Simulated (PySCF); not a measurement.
In⁺: ionisation energy

In⁺ [Kr] 4d10 5s2 (1S) → In²⁺ [Kr] 4d10 5s1 (2S), as a difference of total energies. Calculation: PySCF 2.14, in x2c-TZVPPall with one added diffuse shell each of s, p, d, f type (9s7p5d3f, 76 functions); the spin-free X2C one-electron Hamiltonian (Gaussian nucleus). Correlated levels: valence: [Kr] 4d10 frozen; valence and next inner shell: [Ar] 3d10 frozen. The calculations carry no spin-orbit coupling.

```tsv
method	ionisation energy (eV)	error (eV)
UHF	17.035	-1.835
LDA	19.412	+0.542
PBE	18.980	+0.110
PBE0	18.677	-0.193
r2SCAN	18.704	-0.166
TPSS	18.701	-0.169
wB97X	18.831	-0.039
M06-2X	18.613	-0.257
wB97M-V	18.730	-0.140
MP2 (valence)	17.660	-1.210
SCS-MP2 (valence)	17.785	-1.085
MP2 (valence and next inner shell)	18.766	-0.104
SCS-MP2 (valence and next inner shell)	18.711	-0.159
```

Reference: 18.870 eV (measured; NIST Atomic Spectra Database, ionization energies).

Errors of the correlated levels include the incompleteness of this basis and the frozen core.
